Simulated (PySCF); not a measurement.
Geometry:
```csv
atom,x (Å),y (Å),z (Å)
C1,4.079,0.303,-0.238
O2,2.696,0.283,-0.056
Si3,1.684,-0.983,-0.117
O4,0.187,-0.405,0.053
C5,-0.425,0.329,1.008
C6,-1.718,0.601,0.920
Si7,-2.699,-0.054,-0.537
N8,-4.340,0.340,-0.161
H9,4.579,-0.331,0.497
H10,4.342,-0.052,-1.237
H11,4.420,1.332,-0.120
H12,2.032,-1.933,0.945
H13,1.597,-1.591,-1.435
H14,0.212,0.668,1.819
H15,-2.172,1.185,1.704
H16,-2.677,-1.515,-0.633
H17,-2.189,0.535,-1.789
H18,-4.557,1.271,0.158
H19,-5.061,0.025,-0.788
```

PySCF 2.14 calculation with shielding tensors at PBE0/pcSseg-1 (GIAO) and coordinates at the GFN2-xTB level; non-relativistic, a single conformation, gas phase, averaged over atoms made equivalent by symmetry, fast rotation or ring inversion.

Referencing at the same level of theory: $^{13}$C (186.93 ppm), $^{1}$H (31.72 ppm), $^{29}$Si (349.16 ppm) against TMS; $^{17}$O (336.08 ppm) vs H2O; $^{15}$N (267.73 ppm) against NH3.

```
     atoms    nucleus  count  δ (ppm)
       H14    $^{1}$H      1     7.12
H9/H10/H11    $^{1}$H      3        ?
       Si3  $^{29}$Si      1    -36.7
        C6   $^{13}$C      1    109.8
   H16/H17    $^{1}$H      2        ?
        N8   $^{15}$N      1        ?
   H18/H19    $^{1}$H      2    -0.20
        C1   $^{13}$C      1     50.8
        C5   $^{13}$C      1    158.1
       Si7  $^{29}$Si      1        ?
        O2   $^{17}$O      1     16.8
        O4   $^{17}$O      1    143.7
       H15    $^{1}$H      1     4.89
   H12/H13    $^{1}$H      2     4.83
```

Question: Estimate the values marked ?.

Answer: 
- H16/H17: 5.34 ppm, hydrogen on a silicon bonded to C, N
- H9/H10/H11: 3.86 ppm, hydrogen on a methyl carbon bonded to O; its carbon carries O, hence the downfield position
- Si7: -44.8 ppm, silicon bonded to C, N, 2 H
- N8: 3.9 ppm, nitrogen bonded to Si, 2 H

The OH or NH signal is concentration- and solvent-dependent in practice; the value given is the gas-phase one. Shifts are as computed. Against solution values, carbons near 30 ppm lie about +3 ppm off and those near 130 ppm about +5 ppm. Of 1211 compounds with measured shifts, 218 miss one by over three times the rms of a fit or turn the order of signals round; such compounds aren't used in these exercises. Experimental scales use liquid or dissolved standards, which lie at an offset from isolated NH3 (liquid NH3: subtract about 20 ppm) and H2O (liquid H2O: subtract about 36 ppm).
